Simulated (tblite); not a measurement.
Species: C₃H₉AlO₂.
Bonds: C1–O2, O2–Al3, O2–C4, C4–C5, C5–O6 (double). Hydrogens: H7, H8, H9 on C1; H10, H11, H12 on Al3; H13, H14 on C4; H15 on C5.
Bond orders are those of one Lewis drawing.

Computed with GFN2-xTB (tblite), gas phase: nudged elastic band of 9 images (0 to 8), spring 0.2 eV/Å², climbing image at the end, force threshold 0.05 eV/Å. No saddle search or frequency run followed, so the top image need not be a first-order saddle, and its height can exceed the method's true barrier by a kcal/mol or more.

The band describes a rotation about C4–O2 (sp3 carbon bound to oxygen, oxygen bonded to Al and 2 C), followed by the dihedral C5–C4–O2–C1, from the optimised start (-72°) to a second optimised geometry at 71°.

**Question.** How does the energy change from image to image?

**Answer.** 
| image | dihedral (°) | E (kcal/mol) | C4–O2 (Å) | C5···C1 (Å) | largest true force (eV/Å) |
| --- | --- | --- | --- | --- | --- |
| 0 | -72 | 0.00 | 1.405 | 3.06 | 0.01 |
| 1 | -60 | 0.46 | 1.406 | 3.00 | 0.04 |
| 2 | -45 | 1.88 | 1.410 | 2.96 | 0.06 |
| 3 | -24 | 3.82 | 1.417 | 2.92 | 0.06 |
| 4 | 1 | 4.80 | 1.421 | 2.90 | 0.03 |
| 5 | 25 | 3.89 | 1.418 | 2.91 | 0.05 |
| 6 | 44 | 2.03 | 1.411 | 2.93 | 0.05 |
| 7 | 58 | 0.62 | 1.406 | 2.98 | 0.04 |
| 8 | 71 | 0.00 | 1.405 | 3.05 | 0.01 |

Barriers of this band. The top is image 4 at 1°: 4.8 kcal/mol in either direction, as the ends lie within 0.002 eV of each other (their dihedrals are equal and opposite within 4°). The central bond is 0.016 Å longer at the top than at the start.

**Question.** What rate follows at 298 K for crossing this barrier forward?

**Answer.** Taking the electronic barrier for the free energy of activation (no zero-point or entropy terms, transmission 1), rate = (kT/h)·exp(−ΔE/kT) ≈ 2 × 10^9 s⁻¹, whose inverse is 5 × 10^-10 s. An error of 1 kcal/mol in the barrier changes this by a factor of 5, and the method and the loose band can each miss by that much or more.

What follows is the cost of the whole band run. On Arm Neoverse V1, one thread, no GPU, shared host with 64 logical CPUs at a one-minute load of 18, this took 3.8 s of wall time and 0.19 GiB of memory at its peak.
